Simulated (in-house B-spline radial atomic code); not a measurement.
**PBE0 excitations of Cd2+**

Method: PBE0. Computed with an all-electron radial atomic-structure program (B-spline basis): linear response of the closed shell [Kr] 4d10 with the functional's adiabatic kernel; non-relativistic, point nucleus, no spin-orbit coupling, no double excitations, S, P, D and F terms only; shells from n = 2 respond. Only terms of natural parity with L up to 3 were computed.

Without relativity these are model numbers for so heavy an element.

Command:
```bash
python run_td.py task.json out
```
Settings (radii: box in bohr, nucleus in fm):
```
Z                        48
electrons                46
configuration            [Kr] 4d10
hamiltonian              nr
method                   pbe0
box_radius               29.48
intervals                57
```

Time taken, with all properties: 4.6 s on 1 thread of Arm Neoverse N1 (shared host).

The lowest states, in the order of their Tamm-Dancoff energies; the method's threshold (minus the highest occupied level) is 33.08 eV. Labels give the largest channel, * marks a mixed state, and oscillator strengths are full-response dipole values. Semilocal kernels can invert the small singlet-triplet splittings of Rydberg terms. Energies in eV:

```csv
state,full response,Tamm-Dancoff,oscillator strength
4d → 5s 3D,10.971,10.994,-
4d → 5s 1D,11.580,11.592,-
4d → 5p 3P,16.854,16.880,-
4d → 5p 3F,17.055,17.072,-
4d → 5p 1F,17.344,17.346,-
4d → 5p 1P,17.989,18.054,0.709
4d → 5d 3S,24.304,24.320,-
4d → 6s 3D,24.587,24.591,-
4d → 6s 1D,24.683,24.685,-
4d → 5d 3D,?,?,-
4d → 5d 1D,24.902,24.908,-
4d → 5d 1S,?,?,-
4d → 6p 3P,26.301,26.307,-
4d → 6p 3F,26.353,26.357,-
4d → 6p 1F,26.419,26.419,-
4d → 6p 1P,26.524,26.536,0.0552
```

Task: Where does 4d → 5d 1S lie?

Result: At 25.877 eV in full response, 26.015 eV in Tamm-Dancoff.

Task: Where does 4d → 5d 3D lie?

Result: At 24.711 eV in full response, 24.716 eV in Tamm-Dancoff.

Task: How large is the singlet-triplet splitting of 4d → 5s (D terms) in Tamm-Dancoff?

Result: 0.598 eV, from the unrounded values.

Task: What polarisabilities and dispersion coefficient does the method give?

Result: Dipole 5.122 bohr³, quadrupole 18.58 bohr⁵, C6 25.68 hartree·bohr⁶ for two such species.
